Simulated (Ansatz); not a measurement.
The same path of BF2HO + H2 (7 atoms, charge 0, multiplicity 1) was run twice with different band settings. Lost on the way: H6–H7. Made: B1–H6, O2–H7.

Computed with Ansatz, RKS PBE0-D4/cc-pVDZ.

Relaxed end points:

```xyz
7
Properties=species:S:1:pos:R:3
B -0.045 -0.439 0.153
O -0.027 -0.672 1.480
H -0.913 -0.644 1.858
F 1.094 -0.441 -0.527
F -1.180 -0.213 -0.516
H 0.035 2.534 0.626
H 0.248 2.155 1.252
```

```xyz
7
Properties=species:S:1:pos:R:3
B 0.127 0.551 -0.052
O -0.226 0.403 1.681
H 0.107 -0.485 1.888
F 0.810 -0.625 -0.229
F -1.158 0.531 -0.533
H 0.745 1.585 -0.125
H -1.193 0.321 1.696
```

Common settings: movable images 7; climbing image yes; spring 5.0 eV/Å²; optimiser quadratic models (default); start path through a guess of the saddle point; iteration limit 60; end points relaxed.

| run | force threshold |
| --- | --- |
| 1 | 0.05 eV/Å |
| 2 | 0.5 eV/Å |

Problem. What does each run give, and how far can it be trusted?

Solution. Run 1: converged after 14 iterations, highest image 1.772 eV above the first end. Neighbouring images differ by up to 1.3 eV, so the band resolves the path poorly. A vibrational analysis at the climbing image gives one clearly imaginary mode, 1386i cm⁻¹: a first-order saddle point.
Run 2: converged after 11 iterations, highest image 1.784 eV above the first end. The threshold of 0.5 eV/Å is loose, so the images may lie well off the minimum-energy path. Neighbouring images differ by up to 1.3 eV, so the band resolves the path poorly. The order of the stationary point at the top wasn't checked.
The orbitals stay closed-shell, which can raise the energy where a bond breaks towards radicals; this wasn't checked here.
